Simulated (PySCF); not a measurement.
**Correlation energy of Sc (scandium, neutral)**

[Ar] 3d1 4s1 4p1, one real determinant (an excited configuration). Calculation: PySCF 2.14, in aug-cc-pwCVTZ-DK with one added diffuse shell each of s, p, d, f, g type (11s10p8d5f4g, 152 functions); scalar relativity by spin-free X2C-1e. Frozen: [Ar]; 3 electrons correlated.

MP2 pair energies summed by pair of shells (mhartree):

| pair | energy | share (%) |
| --- | --- | --- |
| 3d-4s | -2.80 | 44.7 |
| 4s-4p | -1.83 | 29.2 |
| 3d-4p | -1.64 | 26.1 |

Total MP2 correlation energy: -6.27 mhartree.

Same-spin part -6.27 and opposite-spin part 0.00 mhartree; SCS-MP2 scales them by 1/3 and 6/5 to -2.09 mhartree.

The reference is one real determinant that mixes LS terms of this configuration.
